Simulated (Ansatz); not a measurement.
Ansatz (a program for electronic structure) input file for Pt(OH)3 (H3O3Pt), SMILES [OH][Pt]([OH])[OH] (connectivity only; charge and spin as stated), neutral, multiplicity 4, PBE-D3(BJ)/def2-SVP. 

Ansatz 0.2 input:
```yaml
crystal:
  periodic: [false, false, false]
  atoms:
    - {symbol: Pt, position_ang: [0.01028195, -0.11755378, -0.00000000]}
    - {symbol: O, position_ang: [-0.02546940, -0.37228688, 1.89769512]}
    - {symbol: H, position_ang: [-0.15291197, -1.27682603, 2.22287494]}
    - {symbol: O, position_ang: [0.09184771, 1.92699477, 0.00000000]}
    - {symbol: H, position_ang: [-0.82343962, 2.26347860, 0.00000000]}
    - {symbol: O, position_ang: [-0.02546940, -0.37228688, -1.89769512]}
    - {symbol: H, position_ang: [-0.15291198, -1.27682601, -2.22287494]}
basis:
  gaussian:
    orbitals: def2-SVP
hamiltonian:
  xc: pbe
  dispersion: d3bj
magnetization: {spin_polarized: true, initial_magnetization: 3}
relax: {f_tol: 0.002, max_steps: 200}
```

Program output:

```
WARN ansatz: RAYON_NUM_THREADS=1 ignored (pool sized by the plan → 1); use --threads N
Functional definition: PBE
integrals: 0.03 GiB planned
936 factors; their error is unknown
mean field: 0.27 GiB planned
mean field evaluation 1: about -9408.4219 eV, gradient 6.7e1 eV
mean field evaluation 2: about -9240.6665 eV, gradient 1.8e2 eV
mean field evaluation 4: about -9419.8182 eV, gradient 3.7e1 eV
mean field evaluation 8: about -9425.4594 eV, gradient 1.9e-1 eV
mean field evaluation 16: about -9425.4177 eV, gradient 1.8e-2 eV
mean field evaluation 32: about -9423.9976 eV, gradient 6.6e-2 eV
mean field evaluation 64: about -9423.9257 eV, gradient 1.1e0 eV
mean field evaluation 96: about -9425.2691 eV, gradient 5.0e0 eV
mean field -9425.41772461 eV, -346.3777126019 hartree, gradient 3.9e-5 eV, S^2 3.754969; 6 other end points of the search recorded, 0 dependent functions left out
the calculation of the forces begins
reference -9425.41777330 eV, -346.3777143911 hartree; 24, 21 occupied and 65, 68 virtual orbitals, 936 factors
relax step   1: F+E_penalty+E_count = -9425.52745866 eV  Δ(F+E_penalty+E_count) = +0.000e0 eV  max|allowed force component| = 5.156e-1 eV/Å  Δτ_max = 0.0000 Å  (339 SCF iters, accepted)
these checks for a lower state are left out or cut short: starts, cluster_reference, orbital_swaps, neighbouring_geometries, increment
integrals: 0.03 GiB planned
936 factors; their error is unknown
mean field: 0.27 GiB planned
mean field -9425.43173704 eV, -346.3782275492 hartree, gradient 2.5e-5 eV, S^2 3.755030; 0 other end points of the search recorded, 0 dependent functions left out
the calculation of the forces begins
reference -9425.43178567 eV, -346.3782293361 hartree; 24, 21 occupied and 65, 68 virtual orbitals, 936 factors
relax step   2: F+E_penalty+E_count = -9425.54154736 eV  Δ(F+E_penalty+E_count) = -1.409e-2 eV  max|allowed force component| = 1.651e-1 eV/Å  Δτ_max = 0.0199 Å  (35 SCF iters, accepted)
these checks for a lower state are left out or cut short: starts, cluster_reference, orbital_swaps, neighbouring_geometries, increment
integrals: 0.03 GiB planned
936 factors; their error is unknown
mean field: 0.27 GiB planned
mean field -9425.43404299 eV, -346.3783122913 hartree, gradient 2.1e-5 eV, S^2 3.755062; 0 other end points of the search recorded, 0 dependent functions left out
the calculation of the forces begins
reference -9425.43409168 eV, -346.3783140806 hartree; 24, 21 occupied and 65, 68 virtual orbitals, 936 factors
relax step   3: F+E_penalty+E_count = -9425.54393658 eV  Δ(F+E_penalty+E_count) = -2.389e-3 eV  max|allowed force component| = 3.972e-2 eV/Å  Δτ_max = 0.0202 Å  (35 SCF iters, accepted)
these checks for a lower state are left out or cut short: starts, cluster_reference, orbital_swaps, neighbouring_geometries, increment
integrals: 0.03 GiB planned
936 factors; their error is unknown
mean field: 0.27 GiB planned
mean field -9425.43418073 eV, -346.3783173532 hartree, gradient 2.0e-5 eV, S^2 3.755070; 0 other end points of the search recorded, 0 dependent functions left out
the calculation of the forces begins
reference -9425.43422948 eV, -346.3783191445 hartree; 24, 21 occupied and 65, 68 virtual orbitals, 936 factors
relax step   4: F+E_penalty+E_count = -9425.54408220 eV  Δ(F+E_penalty+E_count) = -1.456e-4 eV  max|allowed force component| = 2.492e-2 eV/Å  Δτ_max = 0.0083 Å  (36 SCF iters, accepted)
these checks for a lower state are left out or cut short: starts, cluster_reference, orbital_swaps, neighbouring_geometries, increment
integrals: 0.03 GiB planned
936 factors; their error is unknown
mean field: 0.27 GiB planned
mean field evaluation 128: about -9425.4343 eV, gradient 1.3e-5 eV
mean field -9425.43429994 eV, -346.3783217339 hartree, gradient 1.3e-5 eV, S^2 3.755067; 0 other end points of the search recorded, 0 dependent functions left out
the calculation of the forces begins
reference -9425.43434868 eV, -346.3783235252 hartree; 24, 21 occupied and 65, 68 virtual orbitals, 936 factors
relax step   5: F+E_penalty+E_count = -9425.54419463 eV  Δ(F+E_penalty+E_count) = -1.124e-4 eV  max|allowed force component| = 7.017e-3 eV/Å  Δτ_max = 0.0043 Å  (36 SCF iters, accepted)
these checks for a lower state are left out or cut short: starts, cluster_reference, orbital_swaps, neighbouring_geometries, increment
integrals: 0.03 GiB planned
936 factors; their error is unknown
mean field: 0.27 GiB planned
mean field -9425.43430273 eV, -346.3783218367 hartree, gradient 5.9e-5 eV, S^2 3.755066; 0 other end points of the search recorded, 0 dependent functions left out
the calculation of the forces begins
reference -9425.43435148 eV, -346.3783236282 hartree; 24, 21 occupied and 65, 68 virtual orbitals, 936 factors
relax step   6: F+E_penalty+E_count = -9425.54420001 eV  Δ(F+E_penalty+E_count) = -5.380e-6 eV  max|allowed force component| = 8.786e-4 eV/Å  Δτ_max = 0.0010 Å  (25 SCF iters, accepted)
integrals: 0.03 GiB planned
936 factors; their error is unknown
mean field: 0.27 GiB planned
mean field evaluation 160: about -9423.0411 eV, gradient 1.2e1 eV
mean field evaluation 192: about -9424.0585 eV, gradient 1.6e-1 eV
mean field evaluation 224: about -9423.9823 eV, gradient 1.0e0 eV
mean field -9425.43430273 eV, -346.3783218367 hartree, gradient 5.9e-5 eV, S^2 3.755066; 7 other end points of the search recorded, 0 dependent functions left out
the calculation of the forces begins
reference -9425.43435148 eV, -346.3783236282 hartree; 24, 21 occupied and 65, 68 virtual orbitals, 936 factors
Total energy: -9425.54424876 eV, -346.3823622785 hartree
Atom 0 at    -0.005101    -0.133781    -0.000000 Å, force     0.000862     0.000246     0.000000 eV/Å
Atom 1 at    -0.032521    -0.354693     1.908964 Å, force     0.000142     0.000713     0.000803 eV/Å
Atom 2 at    -0.144681    -1.279913     2.208442 Å, force    -0.000357    -0.000879    -0.000166 eV/Å
Atom 3 at     0.106328     1.928213    -0.000000 Å, force    -0.000307    -0.000342    -0.000000 eV/Å
Atom 4 at    -0.824894     2.249474     0.000000 Å, force    -0.000124     0.000428    -0.000000 eV/Å
Atom 5 at    -0.032522    -0.354693    -1.908964 Å, force     0.000142     0.000713    -0.000803 eV/Å
Atom 6 at    -0.144681    -1.279913    -2.208442 Å, force    -0.000357    -0.000879     0.000166 eV/Å
Dipole moment:    -0.347939    -0.556520    -0.000000 e Å
```

The run converged.

Cost: about 40 core-seconds (a rough figure).
